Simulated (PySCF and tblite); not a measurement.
The numbers below are computed, except where a source is named.
Molecule: C6H12O, numbered as in [CH3:1][C:2]1([CH3:3])[CH2:4][CH2:5][O:6][CH2:7]1.

The ring 2–4–5–6–7 is held at Altona–Sundaralingam phase angles P (ν_j = ν_max cos(P + 144°(j − 2)), ν_j about the bond from ring atom j to j + 1, counted from 0) and the rest relaxed at GFN2-xTB. Energies: PBE0/pcSseg-1 + D3(BJ). Programs: tblite and PySCF.

GFN2-xTB profile:

(phase angle P °, kcal/mol): (0, 0.08), (18, 0.00), (36, 0.00), (54, 0.08), (72, 0.21), (90, 0.37), (108, 0.53), (126, 0.59), (144, 0.48), (162, 0.26), (180, 0.08), (198, 0.00), (216, 0.00), (234, 0.08), (252, 0.21), (270, 0.37), (288, 0.53), (306, 0.58), (324, 0.48), (342, 0.26)

Problem. Give the DFT energy and dipole along the phase angle P.

Solution. 
```json
{"phase angle P °": "0", "E kcal/mol": "0.83", "dipole D": "1.65", "amplitude °": "40"}
{"phase angle P °": "36", "E kcal/mol": "0.30", "dipole D": "1.63", "amplitude °": "40"}
{"phase angle P °": "72", "E kcal/mol": "0.00", "dipole D": "1.76", "amplitude °": "37"}
{"phase angle P °": "108", "E kcal/mol": "0.42", "dipole D": "1.86", "amplitude °": "34"}
{"phase angle P °": "144", "E kcal/mol": "0.97", "dipole D": "1.80", "amplitude °": "36"}
{"phase angle P °": "180", "E kcal/mol": "0.87", "dipole D": "1.65", "amplitude °": "40"}
{"phase angle P °": "216", "E kcal/mol": "0.33", "dipole D": "1.63", "amplitude °": "40"}
{"phase angle P °": "252", "E kcal/mol": "0.00", "dipole D": "1.76", "amplitude °": "37"}
{"phase angle P °": "288", "E kcal/mol": "0.41", "dipole D": "1.86", "amplitude °": "34"}
{"phase angle P °": "324", "E kcal/mol": "0.98", "dipole D": "1.80", "amplitude °": "36"}
```

Problem. How free is the pseudorotation?

Solution. The sampled points span 0.98 kcal/mol, from P = 72° to P = 324°; RT at 298 K is 0.59 kcal/mol, so it is hindered but fast.
